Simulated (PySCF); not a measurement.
# Working out the ionisation energy of O²⁺

O²⁺ [He] 2s2 2p2 (3P) → O³⁺ [He] 2s2 2p1 (2P). All numbers are calculated (PySCF 2.14, the spin-free X2C one-electron Hamiltonian (Gaussian nucleus), in x2c-SVPall (3s2p1d, 14 functions)). Frozen: 1s2. Energies in hartree (1 hartree = 27.21139 eV):

```csv
part,O²⁺ (lower),O³⁺ (upper)
UHF,-73.052317,-71.039177
CCSD correlation,-0.077577,-0.082801
(T),-0.000630,-0.000503
```

Task: What does Hartree-Fock give?

Result: (-71.039177) − (-73.052317) = 2.013140 hartree = 54.780 eV.

Task: What do CCSD and CCSD(T) give?

Result: The CCSD correlation energies differ by -0.005224 hartree = -0.142 eV and the triples by 0.000127 hartree = 0.003 eV, so CCSD gives 54.638 eV and CCSD(T) 54.641 eV.

Reference: 54.936 eV (semi-empirical (NIST evaluation); NIST Atomic Spectra Database, ionization energies), between the lowest levels; spin-orbit coupling is absent from the calculation.

A double-zeta basis recovers only part of the correlation energy.

What remains against the reference includes basis incompleteness, the frozen core and higher excitations.
